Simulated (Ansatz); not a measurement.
`C[O][InH][CH3]` → `[CH2]` (triplet) + `C[O][InH2]` at 298.15 K and 1 bar (formal loss of a carbene).

Gas-phase electronic energies from Ansatz, PBE0-D4/def2-TZVP geometries. CCSD(T)/CBS is the MP2 limit (def2-TZVPP, def2-QZVPP) plus CCSD(T) − MP2 in def2-TZVPP, frozen cores. This one scheme is used for every species. Triplets are unrestricted, without spin–orbit coupling. def2 core potentials past Kr. For In outer-core shells are correlated without core-valence functions, which leaves a few kJ/mol of doubt a bond. One conformer a species, not always the lowest.

| species | CCSD(T)/CBS energy (Eh) | H − E (kJ/mol) | S (J/(mol·K)) |
| --- | --- | --- | --- |
| `C[O][InH][CH3]` | -345.29152 | 239.3 | 372.4 |
| `[CH2]` (triplet) | -39.09499 | 55.4 | 195.3 |
| `C[O][InH2]` | -306.01914 | 156.4 | 318.5 |

H − E and S are ideal-gas, rigid-rotor, harmonic terms from PBE0-D4/def2-TZVP, for one conformer and one mirror image of each species, with the whole ground term of open shells counted as degenerate. 1 Eh = 2625.50 kJ/mol, R = 8.31446 J/(mol·K).

Q: By hand: ΔE, ΔH, ΔS and ΔG.

A: ΔE = (-39.09499) + (-306.01914) − (-345.29152) = 0.17739 Eh = 465.7 kJ/mol. Δ(H − E) = 55.4 + 156.4 − 239.3 = -27.5, so ΔH = 438.2 kJ/mol. ΔS = 195.3 + 318.5 − 372.4 = 141.4 J/(mol·K). ΔG = 438.2 − 298.15 × (141.4)/1000 = 396.0 kJ/mol.

Q: By hand: the equilibrium constant, and the temperature at which ΔG would vanish if ΔH and ΔS stayed fixed.

A: log₁₀ K = −ΔG/(RT ln 10) = -69.4. ΔG = 0 at ΔH/ΔS = 3099 K, far beyond where these terms or the molecules hold.

The number of gas molecules changes by +1, which sets the sign of ΔS. A doubt of 5 kJ/mol in ΔE shifts log₁₀ K by 0.9 here. Other conformers and mirror images would add mixing entropy, several J/(mol·K) or more a flexible species. Modes under 60 cm⁻¹, often nearly free rotors, make the harmonic entropy too high. A triplet takes part, so the spin changes. These are equilibria of isolated gas molecules and say nothing of rates. Largest T1 diagnostic: 0.017 (customary marks: 0.02 for closed shells, 0.045 for open ones).
